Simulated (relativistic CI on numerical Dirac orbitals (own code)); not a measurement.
**How the errors of a small relativistic CI change along the 34-electron sequence**

Levels calculated with a relativistic CI code on KLI orbitals, against measured ones, in five cumulative steps: (1) Dirac-Coulomb, each configuration alone; (2) with Breit and QED terms; (3) with configuration mixing; (4) with scaled Slater integrals; (5) with a P86 correlation estimate. Each ion has its own short list of configurations; levels above 2,000 cm⁻¹ that pair in every step are counted, and ions without enough such levels are left out. The scale is 0.85 up to charge 4 and 0.9 beyond; P86 is a density functional added for each configuration.

Median relative error (%):

```csv
Ion,Ground,Levels,(1),(2),(3),(4),(5)
Se I,4s2 4p4,26,13.2,13.2,11.9,9.2,1.3
Br II,4s2 4p4,22,6.5,6.6,2.2,1.6,4.3
Kr III,4s2 4p4,56,2.1,2.1,3.9,2.5,4.6
Rb IV,4s2 4p4,50,1.8,1.9,4.4,3.3,4.5
Sr V,4s2 4p4,54,1.5,1.6,4.2,3.3,4.2
Zr VII,4s2 4p4,47,0.8,0.8,1.8,1.1,1.6
```

Mean absolute error (cm⁻¹):

```tsv
Ion	(1)	(2)	(3)	(4)	(5)
Se I	6911	6933	6596	5293	647
Br II	5741	5779	1725	1231	3878
Kr III	4991	5003	5743	3671	7106
Rb IV	5362	5363	7848	5723	8554
Sr V	5429	5436	9953	7139	10112
Zr VII	5361	5345	6943	4654	7576
```

In step (3), fully ab initio, the relative error is 11.9 % for Se I and 1.8 % for Zr VII, while the absolute error goes from 6596 to 6943 cm⁻¹. The relative error falls from the first to the last ion but not steadily. The sets of levels differ from ion to ion, which blurs the trend. Mixing (step 3) lowers the mean absolute error for 2 of the 6 ions and scaling (step 4) for 6. The P86 step changes the mean absolute error by a factor of 0.1 for the first ion and 1.6 for the last.

Sources of the measured levels: Se I, NIST Handbook of Basic Atomic Spectroscopic Data (Sansonetti and Martin, J. Phys. Chem. Ref. Data 34, 1559 (2005)); Br II, NIST Handbook of Basic Atomic Spectroscopic Data (Sansonetti and Martin, J. Phys. Chem. Ref. Data 34, 1559 (2005)); Kr III, Saloman, J. Phys. Chem. Ref. Data 36, 215 (2007); Rb IV, Sansonetti, J. Phys. Chem. Ref. Data 35, 301 (2006); Sr V, Sansonetti, J. Phys. Chem. Ref. Data 41, 013102 (2012); Zr VII, measured levels as listed in Rauch et al., Astron. Astrophys. 599, A142 (2017).
